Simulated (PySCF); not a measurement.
SMILES C=C(CCl)C1CCC1, C$_{7}$H$_{11}$Cl

Geometry:
| atom | x (Å) | y (Å) | z (Å) |
| --- | --- | --- | --- |
| C1 | -1.537 | -1.234 | 0.990 |
| C2 | -1.152 | -0.242 | 0.200 |
| C3 | -2.082 | 0.336 | -0.820 |
| Cl4 | -2.634 | 1.960 | -0.279 |
| C5 | 0.188 | 0.423 | 0.270 |
| C6 | 1.356 | -0.271 | 0.991 |
| C7 | 2.276 | 0.124 | -0.172 |
| C8 | 1.037 | 0.441 | -1.020 |
| H9 | -2.519 | -1.670 | 0.913 |
| H10 | -0.894 | -1.644 | 1.748 |
| H11 | -1.592 | 0.492 | -1.780 |
| H12 | -2.979 | -0.268 | -0.943 |
| H13 | 0.048 | 1.441 | 0.643 |
| H14 | 1.616 | 0.115 | 1.974 |
| H15 | 1.222 | -1.348 | 1.052 |
| H16 | 2.934 | -0.655 | -0.551 |
| H17 | 2.867 | 1.011 | 0.046 |
| H18 | 0.779 | -0.377 | -1.691 |
| H19 | 1.053 | 1.375 | -1.578 |

Method used: quadratic response CAM-B3LYP/def2-SVPD first hyperpolarisability, Taylor convention, gas phase in PySCF. Geometry: GFN2-xTB.

(1) Give β for the processes computed.

(2) Which lowest excitations, dipole and polarisabilities go with it?

Results:

(1) In au, Taylor convention; the vector part is βᵢ = ⅓ Σⱼ (βᵢⱼⱼ + βⱼᵢⱼ + βⱼⱼᵢ); β∥ is 3/5 of the vector part along the dipole, the dipole points from − to +:
| process | λ (nm) | β vector norm | β∥ | β HRS | depolarisation ratio |
| --- | --- | --- | --- | --- | --- |
| static β(0;0,0) | ∞ | 85.8 | 30.4 | 39.2 | 3.81 |
| second harmonic β(−2ω;ω,ω) | 1907 | 90.3 | 32.3 | 41.1 | 3.85 |
| Pockels β(−ω;ω,0) | 1907 | 87.3 | 31.0 | – | – |
| second harmonic β(−2ω;ω,ω) | 1064 | 101.3 | 37.1 | 46.0 | 3.94 |
| Pockels β(−ω;ω,0) | 1064 | 90.6 | 32.5 | – | – |

(2) S1 6.68 eV (f = 0.179); S2 6.87 eV (f = 0.020); S3 6.92 eV (f = 0.098); dipole 1.95 D; isotropic α 94.0 au static, 94.2 au at 1907 nm, 94.8 au at 1064 nm, 94.9 au at 953.5 nm, 97.2 au at 532 nm.
